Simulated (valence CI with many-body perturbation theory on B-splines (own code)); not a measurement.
# E1 transitions of Ce⁴⁴⁺

Level of theory: configuration interaction combined with many-body perturbation theory (CI+MBPT): four valence electrons over a frozen Dirac-Fock core [Ne], radial functions for each j: 11 s, 11 p, 9 d, 7 f, 5 g, 2 h, 1 i, with the one-electron correlation potential Σ1 (screened to all orders), the two-electron term Σ2, the three-electron term Σ3, Breit, model QED; selected single and double excitations, second order for the rest (own B-spline code, finite nucleus).

No measured spectrum was set against this ion. As an estimate, large intervals hold to a few tenths of a per cent, small ones and those within an open d or f shell to about a per cent.

Lines 51 to 100 of 224 in falling wavelength, among levels below 579.92 eV, chosen from the strongest by gf and those to the six lowest levels. Wavelengths and rates use the calculated energies. Electric multipoles are in the length gauge, E1 and E2 with the static RPA response of the core. Weak lines are less certain than strong ones. Lines between different terms over intervals too small for the method are left out, as are lines whose strength nearly cancels. The highest levels of a list are the least certain.

Levels are named by their leading jj configuration (3d3/2^4 stands for four electrons in 3d with j = 3/2), which in mixed levels can hold well under half, so a name can repeat and another be missing. Letters in brackets count levels of one name in rising energy.

```
λ vac (Å)                           Upper                       Lower   A (s⁻¹)  log gf  Branch %
    96.85  (3s 3p1/2 3p3/2 3d3/2) J=2 [b]  (3s 3p1/2 3p3/2^2) J=1 [a]  3.59e+09   -1.60       1.8
    96.28          (3s 3p1/2^2 3p3/2) J=1      (3s^2 3p1/2 3p3/2) J=2  1.93e+10   -1.09      12.4
    95.57  (3s 3p1/2 3p3/2 3d5/2) J=2 [d]      (3s^2 3p3/2 3d5/2) J=3  8.27e+09   -1.25       1.2
    95.04      (3s 3p1/2 3p3/2^2) J=1 [a]          (3s^2 3p3/2^2) J=2  5.95e+09   -1.62       2.8
    93.72           (3p1/2^2 3p3/2^2) J=0  (3s 3p1/2 3p3/2^2) J=1 [a]  3.77e+10   -1.30      14.9
    93.70  (3s 3p1/2 3p3/2 3d3/2) J=2 [a]      (3s 3p1/2 3p3/2^2) J=3  1.51e+10   -1.00      10.2
    93.11      (3s 3p1/2 3p3/2^2) J=2 [b]          (3s^2 3p3/2^2) J=2  1.18e+10   -1.11       3.8
    91.52  (3s 3p1/2 3p3/2 3d3/2) J=1 [e]      (3s^2 3p3/2 3d3/2) J=2  7.45e+09   -1.55       0.9
    91.31          (3s 3p1/2^2 3p3/2) J=1      (3s^2 3p1/2 3p3/2) J=1  5.47e+09   -1.69       3.5
    91.12  (3s 3p1/2 3p3/2 3d5/2) J=3 [c]      (3s^2 3p3/2 3d5/2) J=4  1.35e+10   -0.93       3.9
    90.54  (3s 3p1/2 3p3/2 3d5/2) J=4 [c]      (3s^2 3p3/2 3d5/2) J=4  8.79e+09   -1.01       3.4
    89.63  (3s 3p1/2 3p3/2 3d3/2) J=2 [e]      (3s^2 3p3/2 3d3/2) J=3  1.39e+10   -1.08       1.7
    88.16  (3s 3p1/2 3p3/2 3d3/2) J=2 [a]  (3s 3p1/2 3p3/2^2) J=2 [a]  6.97e+09   -1.39       4.7
    88.10      (3s 3p1/2 3p3/2^2) J=1 [b]          (3s^2 3p3/2^2) J=2  9.44e+09   -1.48       1.5
    87.12          (3s 3p1/2^2 3d3/2) J=1      (3s 3p1/2^2 3p3/2) J=1  7.56e+09   -1.59      31.1
    85.54  (3s 3p1/2 3p3/2 3d3/2) J=2 [b]      (3s 3p1/2 3p3/2^2) J=3  2.38e+10   -0.88      11.9
    84.73  (3s 3p1/2 3p3/2 3d3/2) J=2 [c]  (3s 3p1/2 3p3/2^2) J=2 [b]  8.73e+09   -1.33       3.7
    80.31          (3s^2 3p1/2 3d3/2) J=2      (3s^2 3p1/2 3p3/2) J=2  2.88e+09   -1.86      95.0
    76.82          (3s^2 3p1/2 3d3/2) J=2      (3s^2 3p1/2 3p3/2) J=1  1.47e+08   -3.19       4.9
    75.93          (3s^2 3p3/2 3d3/2) J=1          (3s^2 3p3/2^2) J=0  5.37e+07   -3.86       0.0
    75.66          (3s 3p1/2^2 3d3/2) J=1      (3s 3p1/2^2 3p3/2) J=2  2.72e+09   -2.16      11.2
    73.58  (3s 3p1/2 3p3/2 3d3/2) J=3 [b]      (3s 3p1/2 3p3/2^2) J=3  3.94e+09   -1.65       1.0
    73.58          (3s 3p1/2^2 3d3/2) J=2      (3s 3p1/2^2 3p3/2) J=2  8.33e+09   -1.47      35.4
    69.83          (3s^2 3p3/2 3d3/2) J=3          (3s^2 3p3/2^2) J=2  2.57e+09   -1.88       0.5
    69.80  (3s 3p1/2 3p3/2 3d5/2) J=2 [b]  (3s 3p1/2 3p3/2^2) J=2 [b]  9.04e+09   -1.48       2.8
    69.74          (3s^2 3p3/2 3d3/2) J=2          (3s^2 3p3/2^2) J=2  3.35e+08   -2.91       0.0
    69.46          (3s^2 3p3/2 3d3/2) J=1          (3s^2 3p3/2^2) J=2  6.22e+07   -3.87       0.0
    67.32          (3s^2 3p1/2 3d3/2) J=1      (3s^2 3p1/2 3p3/2) J=2  2.89e+09   -2.23       0.3
    66.52          (3s 3p1/2^2 3d5/2) J=2      (3s 3p1/2^2 3p3/2) J=1  3.57e+10   -0.93      42.4
    66.28          (3s^2 3p3/2 3d5/2) J=2          (3s^2 3p3/2^2) J=2  2.22e+10   -1.14      97.5
    66.04          (3s^2 3p1/2 3d5/2) J=2      (3s^2 3p1/2 3p3/2) J=2  5.36e+09   -1.76      13.3
    66.01      (3s 3p1/2 3p3/2 3d3/2) J=4      (3s^2 3p1/2 3d5/2) J=3  3.58e+09   -1.68      43.5
    65.84  (3s 3p1/2 3p3/2 3d5/2) J=3 [a]      (3s 3p1/2 3p3/2^2) J=3  2.07e+10   -1.03      13.0
    65.83  (3s 3p1/2 3p3/2 3d5/2) J=2 [a]  (3s 3p1/2 3p3/2^2) J=2 [a]  2.06e+10   -1.17      11.9
    64.85          (3s^2 3p1/2 3d3/2) J=1      (3s^2 3p1/2 3p3/2) J=1  4.66e+08   -3.05       0.1
    64.84          (3s^2 3p1/2 3d5/2) J=3      (3s^2 3p1/2 3p3/2) J=2  4.11e+10   -0.74      99.6
    63.67          (3s^2 3p1/2 3d5/2) J=2      (3s^2 3p1/2 3p3/2) J=1  3.47e+10   -0.98      86.2
    63.12      (3s 3p1/2 3p3/2 3d5/2) J=0  (3s 3p1/2 3p3/2^2) J=1 [b]  1.58e+11   -1.03      31.4
    63.05  (3s 3p1/2 3p3/2 3d5/2) J=3 [a]  (3s 3p1/2 3p3/2^2) J=2 [a]  2.82e+10   -0.93      17.7
    62.85  (3s 3p1/2 3p3/2 3d5/2) J=2 [b]      (3s 3p1/2 3p3/2^2) J=3  2.95e+10   -1.06       9.2
    62.74  (3s 3p1/2 3p3/2 3d5/2) J=3 [b]      (3s 3p1/2 3p3/2^2) J=3  2.19e+10   -1.04       7.2
    62.67  (3s 3p1/2 3p3/2 3d5/2) J=4 [b]      (3s 3p1/2 3p3/2^2) J=3  5.80e+10   -0.51      61.4
    62.50          (3s 3p1/2^2 3d5/2) J=3      (3s 3p1/2^2 3p3/2) J=2  6.08e+10   -0.60      77.1
    61.93  (3s 3p1/2 3p3/2 3d5/2) J=2 [d]  (3s 3p1/2 3p3/2^2) J=1 [b]  1.51e+11   -0.36      21.8
    61.72  (3s 3p1/2 3p3/2 3d5/2) J=3 [d]  (3s 3p1/2 3p3/2^2) J=2 [b]  1.60e+11   -0.19      35.2
    61.63          (3s^2 3p3/2 3d5/2) J=1          (3s^2 3p3/2^2) J=0  1.12e+11   -0.72      55.6
    61.49  (3s 3p1/2 3p3/2 3d5/2) J=2 [c]  (3s 3p1/2 3p3/2^2) J=2 [b]  4.64e+10   -0.88      12.9
    61.29  (3s 3p1/2 3p3/2 3d5/2) J=1 [b]  (3s 3p1/2 3p3/2^2) J=1 [a]  1.31e+11   -0.65      44.1
    61.27  (3s 3p1/2 3p3/2 3d3/2) J=2 [e]      (3s 3p1/2 3p3/2^2) J=3  8.89e+09   -1.60       1.1
    61.25  (3s 3p1/2 3p3/2 3d5/2) J=1 [a]      (3s 3p1/2 3p3/2^2) J=0  8.73e+10   -0.83      42.6
```
